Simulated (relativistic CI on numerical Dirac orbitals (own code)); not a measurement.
Line list: Electric-dipole lines, Tb14+

Method of calculation: Dirac-Coulomb-Breit CI, orbitals from a KLI potential per configuration, model QED, unscaled Slater integrals (own radial code, finite nucleus).

CI space (outside the closed core [Ar] 3d10 4p6): 4s2 4d10 4f5, 4s2 4d10 4f3 5s2, 4s2 4d10 4f3 5s 5p, 4s2 4d10 4f4 5p, 4s2 4d10 4f3 5p2, 4s2 4d10 4f3 5s 5d, 4s2 4d10 4f4 5d, 4s2 4d10 4f3 5p 5d, 4s2 4d10 4f3 5d2, 4s2 4d9 4f4 5s2, 4s2 4d10 4f4 6s, 4s2 4d10 4f4 6p, 4d10 4f7. Levels of other configurations are missing.

```
λ vac (Å)                           Lower                             Upper   A (s⁻¹)  E lower (cm⁻¹)  E upper (cm⁻¹)
   425.53    4s2 4d10 4f3 5s2 4I°_9/2 [1]  4s2 4d10 4f3 5s 5p 4K_11/2 [321]  6.32e+07             0.0        235000.2
   467.83   4s2 4d10 4f3 5s2 4I°_13/2 [6]  4s2 4d10 4f3 5s 5p 2K_15/2 [288]  1.44e+08         10851.8        224603.3
   472.39   4s2 4d10 4f3 5s2 4I°_11/2 [2]  4s2 4d10 4f3 5s 5p 4K_13/2 [267]  3.66e+08          5402.9        217090.8
   479.41    4s2 4d10 4f3 5s2 4I°_9/2 [1]  4s2 4d10 4f3 5s 5p 4K_11/2 [255]  6.43e+08             0.0        208588.9
   486.97   4s2 4d10 4f3 5s2 4F°_9/2 [22]  4s2 4d10 4f3 5s 5p 6F_11/2 [336]  1.38e+08         33694.6        239047.0
   495.60   4s2 4d10 4f3 5s2 2G°_9/2 [43]  4s2 4d10 4f3 5s 5p 4H_11/2 [386]  4.25e+08         46998.5        248774.2
   498.58   4s2 4d10 4f3 5s2 4G°_9/2 [47]  4s2 4d10 4f3 5s 5p 4H_11/2 [386]  3.12e+08         48202.8        248774.2
   499.12  4s2 4d10 4f3 5s2 2K°_13/2 [28]  4s2 4d10 4f3 5s 5p 2K_15/2 [340]  5.94e+08         39342.8        239696.4
   499.93   4s2 4d10 4f3 5s2 2G°_7/2 [30]   4s2 4d10 4f3 5s 5p 4H_9/2 [343]  3.37e+08         40022.9        240050.3
   503.00    4s2 4d10 4f3 5s2 4I°_9/2 [1]  4s2 4d10 4f3 5s 5p 6H_11/2 [243]  3.00e+08             0.0        198806.0
   503.70  4s2 4d10 4f3 5s2 2H°_11/2 [24]  4s2 4d10 4f3 5s 5p 4I_13/2 [317]  6.88e+08         35204.7        233735.1
   505.57   4s2 4d10 4f3 5s2 4I°_11/2 [2]  4s2 4d10 4f3 5s 5p 6H_13/2 [248]  3.91e+08          5402.9        203198.1
   506.40   4s2 4d10 4f3 5s2 4F°_9/2 [22]  4s2 4d10 4f3 5s 5p 6G_11/2 [308]  1.21e+08         33694.6        231165.3
   507.56   4s2 4d10 4f3 5s2 2H°_9/2 [18]  4s2 4d10 4f3 5s 5p 4G_11/2 [278]  3.95e+08         26043.1        223063.9
   508.55   4s2 4d10 4f3 5s2 4I°_13/2 [6]  4s2 4d10 4f3 5s 5p 6H_15/2 [252]  4.68e+08         10851.8        207488.3
   508.94  4s2 4d10 4f3 5s2 4G°_11/2 [42]  4s2 4d10 4f3 5s 5p 4H_13/2 [365]  3.59e+08         46929.8        243417.8
   510.20   4s2 4d10 4f3 5s2 4F°_7/2 [20]   4s2 4d10 4f3 5s 5p 4G_9/2 [291]  1.77e+08         30174.0        226177.4
   510.40  4s2 4d10 4f3 5s2 2K°_15/2 [37]  4s2 4d10 4f3 5s 5p 4K_17/2 [341]  3.17e+08         44014.7        239938.6
   512.20   4s2 4d10 4f3 5s2 4F°_9/2 [22]  4s2 4d10 4f3 5s 5p 6F_11/2 [300]  2.82e+08         33694.6        228931.2
   514.70  4s2 4d10 4f3 5s2 2K°_15/2 [41]  4s2 4d10 4f3 5s 5p 4K_17/2 [341]  3.36e+08         45652.6        239938.6
   515.60   4s2 4d10 4f3 5s2 4F°_7/2 [20]   4s2 4d10 4f3 5s 5p 6H_9/2 [285]  1.42e+08         30174.0        224122.9
   516.25   4s2 4d10 4f3 5s2 2H°_9/2 [18]  4s2 4d10 4f3 5s 5p 4I_11/2 [273]  2.58e+08         26043.1        219747.2
   517.59   4s2 4d10 4f3 5s2 4I°_15/2 [9]  4s2 4d10 4f3 5s 5p 6I_17/2 [256]  6.47e+08         16120.4        209322.8
   520.82   4s2 4d10 4f3 5s2 4F°_7/2 [20]   4s2 4d10 4f3 5s 5p 6G_9/2 [276]  1.41e+08         30174.0        222179.2
   522.72  4s2 4d10 4f3 5s2 2K°_13/2 [28]  4s2 4d10 4f3 5s 5p 4K_15/2 [304]  1.17e+08         39342.8        230650.7
   523.25      4s2 4d10 4f5 6H°_15/2 [11]  4s2 4d10 4f3 5s 5p 6I_17/2 [256]  7.49e+07         18208.9        209322.8
   528.07   4s2 4d10 4f3 5s2 4F°_9/2 [22]  4s2 4d10 4f3 5s 5p 4G_11/2 [278]  1.84e+08         33694.6        223063.9
   535.65   4s2 4d10 4f3 5s2 4I°_13/2 [6]  4s2 4d10 4f3 5s 5p 6I_15/2 [241]  1.88e+08         10851.8        197541.2
   539.26   4s2 4d10 4f3 5s2 4I°_11/2 [2]  4s2 4d10 4f3 5s 5p 6K_13/2 [232]  1.74e+08          5402.9        190840.9
   541.33    4s2 4d10 4f3 5s2 4I°_9/2 [1]  4s2 4d10 4f3 5s 5p 6K_11/2 [230]  1.26e+08             0.0        184731.8
```

Terms are leading LS components. Brackets give the number of a level in order of energy, since labels repeat. The list gives strong lines, with weight on those to low levels, without lines whose two gauges differ by over a factor of 2.5, among the lowest 400 of 9631 levels, so that lines to higher ones, which can be the strongest, are missing. Levels whose partners in the same complex of configurations lie outside the list can be far off, and so can their lines. Rates are taken at the computed energies, electric ones in the length gauge.

At this charge transitions that keep the count of f electrons are usually good to a few per cent. Terms inside the open d or f shell come out 10 to 20 % too wide with unscaled integrals. Levels and lines within the n = 5 or 6 shells can be off by up to 10 % or somewhat more, and those that change n by about 2 %, since core polarisation is missing. Levels that differ in their count of f electrons can be misplaced by several ten thousand cm⁻¹, since the correlation energy of f electrons is missing or only estimated; rates across such gaps can be off by orders of magnitude. The computed lowest level isn't the tabulated ground level, which NIST ASD gives as 4f5 6H°5/2; for such ions that label comes from theory and may be the wrong one.

LS names give the leading component of a level, which can be under half, so a name can repeat, a term be missing and a line seem to break the LS rules.
